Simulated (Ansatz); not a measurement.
An input meant for the cluster Be₂Cl₄ (charge 0, singlet).

```yaml
crystal:
  periodic: [false, false, false]
  atoms:
    - {symbol: Be, position_ang: [0.292877, 1.178507, -0.521667]}
    - {symbol: Be, position_ang: [-0.295748, -1.178502, 0.520045]}
    - {symbol: Cl, position_ang: [-0.727370, 0.702373, 1.178238]}
    - {symbol: Cl, position_ang: [-0.697689, -2.819593, 1.250342]}
    - {symbol: Cl, position_ang: [0.716991, -0.702646, -1.184432]}
    - {symbol: Cl, position_ang: [0.710939, 2.819861, -1.242536]}
basis:
  gaussian: {orbitals: STO-3G}
total_charge: 4
hamiltonian: {xc: {name: B3LYP}}
output: {forces: true}
```

```sh
$ ansatz run in.yaml --threads 4 --pin off --events-out ev --progress --plain --max-ram 3916MiB
```

Shortened log:

```
Functional definition: B3LYP
499 factors; integrals over basis functions are off by at most 3.4e-4 eV
mean field evaluation 1: about -50259.3635 eV, gradient 2.9e1 eV
mean field evaluation 2: about -50209.2086 eV, gradient 8.7e1 eV
mean field evaluation 4: about -50239.2445 eV, gradient 5.2e1 eV
mean field evaluation 8: about -50268.7444 eV, gradient 6.3e-1 eV
mean field evaluation 16: about -50268.9537 eV, gradient 8.2e-1 eV
mean field evaluation 32: about -50269.1149 eV, gradient 1.5e-5 eV
mean field evaluation 64: about -50269.0816 eV, gradient 6.6e-1 eV
mean field evaluation 96: about -50269.0834 eV, gradient 2.1e-1 eV
mean field evaluation 128: about -50269.0220 eV, gradient 7.1e-1 eV
mean field evaluation 160: about -50269.1149 eV, gradient 2.9e-6 eV
mean field evaluation 192: about -50265.6282 eV, gradient 1.7e1 eV
mean field evaluation 224: about -50269.0517 eV, gradient 1.4e0 eV
mean field evaluation 256: about -50268.9961 eV, gradient 2.3e0 eV
mean field evaluation 288: about -50269.0498 eV, gradient 5.0e-1 eV
mean field -50269.11487999 eV, -1847.3558982097 hartree, gradient 5.6e-6 eV, S^2 0.000000; 20 other end points of the search recorded, 0 dependent functions left out
reference -50269.11510651 eV, -1847.3559065344 hartree; 36, 36 occupied and 10, 10 virtual orbitals, 499 factors
Total energy: -50269.11510651 eV, -1847.3559065344 hartree
Atom 0 at     0.292877     1.178507    -0.521667 Å, force    -0.188134    -1.177707     0.585386 eV/Å
Atom 1 at    -0.295748    -1.178502     0.520045 Å, force     0.153976     1.181819    -0.609087 eV/Å
Atom 2 at    -0.727370     0.702373     1.178238 Å, force    -0.371731     0.357745     0.605077 eV/Å
Atom 3 at    -0.697689    -2.819593     1.250342 Å, force    -0.961076    -4.130921     1.869242 eV/Å
Atom 4 at     0.716991    -0.702646    -1.184432 Å, force     0.367748    -0.361160    -0.604528 eV/Å
Atom 5 at     0.710939     2.819861    -1.242536 Å, force     0.999218     4.130223    -1.846089 eV/Å
Dipole moment:     0.000947     0.000015     0.000603 e Å
```

In this input the charge is far from what the species holds (4 typed, 0 meant). The calculation finished and met its thresholds. The result belongs to that input, not to the species as meant.

B3LYP takes the VWN-RPA correlation.
